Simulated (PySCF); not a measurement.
Species: C₃H₁₀O₂Si₂.
Z-matrix (Å and degrees, GFN2-xTB geometry), rows numbered from 1:
```
C 
O   1  1.4036
C   2  1.4137  1  113.43
Si  3  1.9090  2  103.48  1  -176.75
C   4  1.9414  3  114.64  2  -178.17
O   5  1.4352  4   99.54  3   124.73
Si  6  1.6522  5  109.05  4    -5.14
H   1  1.0977  2  111.11  3    60.66
H   1  1.0883  2  106.85  3  -179.91
H   1  1.0974  2  111.18  3   -60.45
H   3  1.0988  2  110.28  1    61.39
H   3  1.0995  2  110.03  1   -56.41
H   4  1.4725  3  106.38  2    60.20
H   5  1.0910  4  115.84  3  -119.91
H   5  1.0930  4  116.95  3     8.61
H   7  1.4669  4  122.39  3    -4.27
H   7  1.4623  4  120.82  3   143.69
```

Probes without a nucleus sit at each ring's centroid and 1 Å off its mean plane on both sides; NICS is minus the shielding there, NICSzz its component along the normal. Level: GIAO PBE0/pcSseg-1 (PySCF, non-relativistic, gas phase) on the GFN2-xTB geometry, one conformer.

Ring bond lengths (Å), with Mayer bond orders in brackets: Si4–C5 1.941 (0.85), C5–O6 1.435 (0.87), O6–Si7 1.652 (0.99), Si7–Si4 2.328 (0.97).

Task: What do the NICS probes read (ppm)?

Result: 
```json
{"ring": "Si4–C5–O6–Si7", "type": "4-membered ring with O and 2 Si; formal bonds all single", "NICS(0)": "0.4", "NICS(1), two faces": "0.4 / -0.4", "NICS(1)zz, two faces": "5.5 / 3.9", "rms pucker (Å)": "0.03", "centre to ring atoms, mean (Å)": "1.29"}
```

Task: What can be read from them?

Result: 
- Si4–C5–O6–Si7: mean NICS(1)zz 4.7 ppm, deshielded. Si4, C5, Si7 have four or more neighbours, so the value isn't read as a sign of a π ring current.

Task: What is the mean of the two in-plane components of NICS at the second NICS(1) probe listed for ring Si4–C5–O6–Si7, 1 Å off the ring?

Result: The isotropic value is a third of the trace: (3 × -0.4 − (3.9))/2 = -2.5 ppm.

Task: How shielded are the nuclei of the rings and their hydrogens (means over atoms taken as equivalent)?

Result: 
| atoms | environment | σ isotropic (ppm) | principal values of the symmetric part, first atom (ppm) |
| --- | --- | --- | --- |
| Si4 | SiH silicon | 352.1 | 289.2, 356.8, 410.2 |
| C5 | sp3 carbon bound to oxygen | 118.4 | 68.6, 102.5, 184.0 |
| O6 | silyl ether oxygen | 306.6 | 237.5, 284.8, 397.7 |
| Si7 | oxygen-bound silicon | 337.4 | 247.8, 308.5, 456.1 |
| H13 | Si–H hydrogen | 26.28 | 23.0, 26.0, 29.9 |
| H14 | methylene hydrogen | 26.96 | 22.9, 26.1, 31.9 |
| H15 | methylene hydrogen | 27.07 | 23.0, 26.6, 31.6 |
| H16 | Si–H hydrogen | 25.76 | 23.0, 24.2, 30.2 |
| H17 | Si–H hydrogen | 25.84 | 22.7, 24.3, 30.5 |
